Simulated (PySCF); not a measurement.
Radial density of N³⁺ (nitrogen, charge +3)

UHF, [He] 2s2, closed-shell 1S. Computed with PySCF 2.14 in ANO-RCC-VTZP (4s3p2d1f, 30 functions), with scalar relativity by spin-free X2C-1e.

```
r (bohr)  4πr²ρ (e/bohr)
 0.00469         0.05682
 0.00788          0.1516
  0.0133          0.3941
  0.0223          0.9766
  0.0375           2.225
  0.0631           4.400
   0.106           6.856
   0.179           7.165
   0.300           3.872
   0.505           1.387
   0.850           1.986
    1.43           1.082
    2.40         0.08422
    4.04       5.831e-05
    6.80       1.051e-05
```

Densities and radii are taken from the X2C orbitals without a picture-change correction, which distorts them close to the nucleus.
